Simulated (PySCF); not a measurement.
Delta-SCF ions had no search for a lower state. Excitations are Tamm–Dancoff values on a coarser integration grid. The basis has no diffuse functions, so Rydberg states are missing or too high.

Z-matrix (Å, degrees):
```
C
C 1 1.4025
C 2 1.3881 1 119.86
F 3 1.3321 2 118.81 1 -179.31
C 3 1.3888 4 119.18 2 179.97
H 5 1.0912 3 119.61 4 -0.45
H 2 1.0920 3 118.49 4 -0.62
C 5 1.3938 6 122.20 3 179.42
C 8 1.3915 5 120.79 6 -179.72
H 9 1.0916 8 119.88 5 178.19
H 8 1.0925 9 119.76 10 -1.16
C 1 1.4813 2 120.35 7 0.84
C 12 1.3444 1 121.73 2 -145.67
H 13 1.0937 12 121.76 1 -178.20
H 13 1.0961 14 116.47 12 179.02
Si 12 1.8859 13 118.84 14 0.66
H 16 1.4931 12 108.45 13 -5.31
H 16 1.4946 17 109.98 14 125.12
H 16 1.4965 17 108.73 18 117.66
```
Charge 0, multiplicity 1.

Question: Estimate the total energy, T1 excitation (TDA), HOMO, HOMO–LUMO gap, S1 excitation (TDA), S1 oscillator strength, vertical ionisation energy (Delta-SCF) and dipole moment that PBE0-D3(BJ)/def2-TZVP // PBE0-D3(BJ)/def2-SVP (PySCF) returns for this input.

Answer: 
```json
{
  "total_energy": "-699.1619 Ha",
  "T1 excitation (TDA)": "3.37 eV",
  "HOMO": "-6.97 eV",
  "HOMO–LUMO gap": "5.63 eV",
  "S1 excitation (TDA)": "4.91 eV",
  "S1 oscillator strength": "0.040",
  "vertical ionisation energy (Delta-SCF)": "8.58 eV",
  "dipole_moment": "1.78 D"
}
```
